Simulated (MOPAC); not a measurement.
MOPAC input (AM1):

```
AM1 PRECISE GNORM=0.05 LET XYZ GEO-OK AUX(PRECISION=9) THREADS=1
C2H8O2S2Si

C    -1.53920900 1   -1.57302800 1   -1.48755900 1
O    -0.79950800 1   -1.33771700 1   -0.29228500 1
Si   -0.02235100 1    0.05121100 1    0.06733000 1
S    -1.46219400 1    1.61693200 1   -0.10935600 1
S     0.83084300 1   -0.17035700 1    2.01124800 1
O     1.21009500 1    0.39696500 1   -0.94457400 1
C     2.39354700 1   -0.38446300 1   -1.08606200 1
H    -0.95995800 1   -1.29869900 1   -2.37237800 1
H    -1.77182100 1   -2.63616400 1   -1.52819000 1
H    -2.47180800 1   -1.00437100 1   -1.48579800 1
H    -0.57529700 1    2.58989100 1    0.15816200 1
H    -0.33642500 1   -0.50092100 1    2.58832300 1
H     2.92968600 1   -0.01677800 1   -1.95977900 1
H     3.03369400 1   -0.28304200 1   -0.20683400 1
H     2.15573100 1   -1.44109900 1   -1.22978600 1
```

From the output:

```
                                                       MOPAC v23.2.5 Linux

          FINAL HEAT OF FORMATION =       -139.11498 KCAL/MOL =    -582.05708 KJ/MOL

          COSMO AREA              =        177.36 SQUARE ANGSTROMS
          COSMO VOLUME            =        181.88 CUBIC ANGSTROMS

          GRADIENT NORM           =          0.02666          =       0.00688 PER ATOM
          IONIZATION POTENTIAL    =          9.784530 EV
          HOMO LUMO ENERGIES (EV) =         -9.785 -1.608
          NO. OF FILLED LEVELS    =         22
          MOLECULAR WEIGHT        =        156.2895         POINT GROUP:  C2

          MOLECULAR DIMENSIONS (Angstroms)

            Atom       Atom       Distance
            H    11    H     9     5.40769
            H    13    H    12     5.32765
            H    14    H    10     4.98931

          SCF CALCULATIONS        =         89

   ATOM   CHEMICAL          X               Y               Z
  NUMBER   SYMBOL      (ANGSTROMS)     (ANGSTROMS)     (ANGSTROMS)

     1       C         -1.27446834  *  -1.61180894  *  -1.49974701  *
     2       O         -0.75465543  *  -1.44758398  *  -0.21323298  *
     3      Si         -0.05071931  *   0.11530363  *   0.15151174  *
     4       S         -1.43848885  *   1.91902340  *  -0.03440643  *
     5       S          0.68956091  *  -0.20411621  *   2.28784619  *
     6       O          1.17286643  *   0.48947104  *  -1.04600421  *
     7       C          2.17949046  *  -0.46251738  *  -1.22679762  *
     8       H         -0.56995936  *  -1.20292652  *  -2.27008475  *
     9       H         -1.39454104  *  -2.71891796  *  -1.64331219  *
    10       H         -2.27327997  *  -1.11040002  *  -1.58426957  *
    11       H         -0.68003316  *   2.58967313  *  -0.90072709  *
    12       H          0.17914992  *  -1.42657573  *   2.43098358  *
    13       H          2.67102707  *  -0.20779301  *  -2.20364161  *
    14       H          2.93158822  *  -0.39762338  *  -0.39835307  *
    15       H          1.74738326  *  -1.49582721  *  -1.27688847  *

                             CARTESIAN COORDINATES

   1    C       -1.274468339    -1.611808941    -1.499747008
   2    O       -0.754655426    -1.447583979    -0.213232976
   3   Si       -0.050719314     0.115303633     0.151511742
   4    S       -1.438488846     1.919023400    -0.034406430
   5    S        0.689560913    -0.204116212     2.287846189
   6    O        1.172866429     0.489471035    -1.046004206
   7    C        2.179490461    -0.462517380    -1.226797617
   8    H       -0.569959360    -1.202926519    -2.270084751
   9    H       -1.394541037    -2.718917963    -1.643312191
  10    H       -2.273279965    -1.110400018    -1.584269566
  11    H       -0.680033156     2.589673131    -0.900727093
  12    H        0.179149920    -1.426575726     2.430983585
  13    H        2.671027075    -0.207793010    -2.203641607
  14    H        2.931588224    -0.397623383    -0.398353067
  15    H        1.747383264    -1.495827212    -1.276888472

           Empirical Formula: C2 H8 O2 Si S2  =    15 atoms

      MOLECULAR POINT GROUP   :   C2

                  EIGENVALUES
 -38.44102 -38.05479 -27.53048 -27.41366 -19.43389 -19.37005 -18.42194 -17.70273
 -16.73263 -16.68156 -16.13120 -15.70128 -14.90144 -13.95870 -12.85043 -12.29325
 -12.28183 -11.96379 -11.35272 -11.35161  -9.95671  -9.78453  -1.60770  -1.51348
  -0.10801   0.48604   1.31146   1.37044   3.54438   3.61510   3.84759   3.84802
   4.07306   4.09502   4.58783   4.81815

              NET ATOMIC CHARGES AND DIPOLE CONTRIBUTIONS

  ATOM NO.   TYPE          CHARGE      No. of ELECS.   s-Pop       p-Pop
    1          C          -0.048521        4.0485     1.23380     2.81473
    2          O          -0.537433        6.5374     1.86823     4.66920
    3         Si           1.238738        2.7613     0.82446     1.93680
    4          S          -0.383943        6.3839     1.92456     4.45938
    5          S          -0.384212        6.3842     1.92457     4.45964
    6          O          -0.537498        6.5375     1.86823     4.66927
    7          C          -0.048501        4.0485     1.23379     2.81471
    8          H           0.057947        0.9421     0.94205
    9          H           0.102991        0.8970     0.89701
   10          H           0.075810        0.9242     0.92419
   11          H           0.113999        0.8860     0.88600
   12          H           0.113943        0.8861     0.88606
   13          H           0.102973        0.8970     0.89703
   14          H           0.075795        0.9242     0.92421
   15          H           0.057913        0.9421     0.94209
 DIPOLE           X         Y         Z       TOTAL
 POINT-CHG.     0.712    -1.630    -2.145     2.787
 HYBRID         0.364    -0.822    -1.079     1.404
 SUM            1.075    -2.452    -3.224     4.191

          ATOMIC ORBITAL ELECTRON POPULATIONS

     Atom    s        px        py        pz
    1  C   1.23380   0.97388   1.02745   0.81340
    2  O   1.86823   1.77917   1.54257   1.34746
    3 Si   0.82446   0.63388   0.62995   0.67296
    4  S   1.92456   1.41779   1.42994   1.61166
    5  S   1.92457   1.74707   1.28209   1.43048
    6  O   1.86823   1.45947   1.53015   1.67965
    7  C   1.23379   0.89366   0.89680   1.02425
    8  H   0.94205
    9  H   0.89701
   10  H   0.92419
   11  H   0.88600
   12  H   0.88606
   13  H   0.89703
   14  H   0.92421
   15  H   0.94209

 **********************
 *                    *
 * JOB ENDED NORMALLY *
 *                    *
 **********************

 == MOPAC DONE ==
```

The geometry given is a B3LYP-D3(BJ)/def2-TZVP minimum.
